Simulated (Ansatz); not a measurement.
`[SiH3][O][SnH3]` + `O[AsH2]` → `O[AsH][SiH3]` + `[OH][SnH3]` at 500 K and 1 bar (ligand exchange at the Si–O bond).

Isolated molecules relaxed with PBE0-D4/def2-TZVP in Ansatz; ΔE leaves out vibrations. CCSD(T)/CBS is the MP2 limit (def2-TZVPP, def2-QZVPP) plus CCSD(T) − MP2 in def2-TZVPP, frozen cores. def2 core potentials past Kr. For As, Sn outer-core shells are correlated without core-valence functions, which leaves a few kJ/mol of doubt a bond. Scalar relativity is left out up to krypton. One conformer a species, not always the lowest.

| species | CCSD(T)/CBS energy (Eh) | H − E (kJ/mol) | S (J/(mol·K)) |
| --- | --- | --- | --- |
| `[SiH3][O][SnH3]` | -581.91447 | 172.9 | 425.8 |
| `O[AsH2]` | -2311.97217 | 101.4 | 296.8 |
| `O[AsH][SiH3]` | -2602.26090 | 162.3 | 380.9 |
| `[OH][SnH3]` | -291.59405 | 117.0 | 327.9 |

H − E and S are ideal-gas, rigid-rotor, harmonic terms from PBE0-D4/def2-TZVP, for one conformer and one mirror image of each species. 1 Eh = 2625.50 kJ/mol, R = 8.31446 J/(mol·K).

Q: By hand: ΔE, ΔH, ΔS and ΔG.

A: ΔE = (-2602.26090) + (-291.59405) − (-581.91447) − (-2311.97217) = 0.03169 Eh = 83.2 kJ/mol. Δ(H − E) = 162.3 + 117.0 − 172.9 − 101.4 = 5.0, so ΔH = 88.2 kJ/mol. ΔS = 380.9 + 327.9 − 425.8 − 296.8 = -13.8 J/(mol·K). ΔG = 88.2 − 500 × (-13.8)/1000 = 95.1 kJ/mol.

Q: By hand: the equilibrium constant, and the temperature at which ΔG would vanish if ΔH and ΔS stayed fixed.

A: log₁₀ K = −ΔG/(RT ln 10) = -9.9. ΔH and −TΔS have one sign here, so there is no such temperature.

The number of gas molecules stays the same, so ΔS is small and ΔH decides. A doubt of 5 kJ/mol in ΔE shifts log₁₀ K by 0.5 here. Other conformers and mirror images would add mixing entropy, several J/(mol·K) or more a flexible species. Modes under 60 cm⁻¹, often nearly free rotors, make the harmonic entropy too high. These are equilibria of isolated gas molecules and say nothing of rates. Largest T1 diagnostic: 0.014 (customary marks: 0.02 for closed shells, 0.045 for open ones).
